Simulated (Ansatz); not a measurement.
`F[Si](F)(Cl)[NH][GeH2][Cl]`, relaxed with RKS PBE0-D4/def2-TZVP in the Gaussian-basis code of Ansatz from a GFN2-xTB geometry. The force threshold is 0.005 eV/Å; the program also tests the step.

Charge 0, multiplicity 1.

Start:

```xyz
10

F     2.669    0.110    0.167
Si    1.244    0.702    0.574
F     1.531    1.173    2.071
Cl    0.718    2.192   -0.601
N     0.021   -0.479    0.549
Ge   -1.383   -0.555   -0.631
Cl   -0.634   -0.936   -2.538
H     0.154   -1.273    1.154
H    -2.091    0.768   -0.601
H    -2.229   -1.702   -0.146
```

```csv
step,energy (eV),largest force (eV/Å),largest move (Å)
1,-96400.4291,1.676,0.000
2,-96400.5496,0.592,0.075
3,-96400.5633,0.280,0.024
4,-96400.5680,0.078,0.028
5,-96400.5687,0.042,0.018
6,-96400.5694,0.042,0.034
7,-96400.5697,0.034,0.050
8,-96400.5699,0.030,0.035
9,-96400.5701,0.013,0.015
10,-96400.5701,0.010,0.003
11,-96400.5701,0.032,0.015
12,-96400.5702,0.010,0.008
13,-96400.5703,0.009,0.016
14,-96400.5705,0.026,0.037
15,-96400.5705,0.034,0.021
16,-96400.5705,0.041,0.021
17,-96400.5706,0.034,0.004
18 (rejected),-96400.5706,0.042,0.010
19,-96400.5706,0.004,0.005
20,-96400.5707,0.007,0.012
21,-96400.5707,0.010,0.021
22,-96400.5707,0.004,0.012
23,-96400.5707,0.003,0.006
```

End:

```xyz
10

F     2.711    0.144    0.336
Si    1.264    0.701    0.632
F     1.347    1.278    2.099
Cl    0.849    2.224   -0.627
N     0.094   -0.502    0.484
Ge   -1.402   -0.551   -0.576
Cl   -0.837   -1.028   -2.598
H     0.312   -1.389    0.917
H    -2.064    0.823   -0.601
H    -2.274   -1.700   -0.067
```

It took 36 s on 2 threads of an AMD EPYC 7R13 on a shared host and a share of an NVIDIA H100 80 GB, with 1 GiB of host memory at the peak.
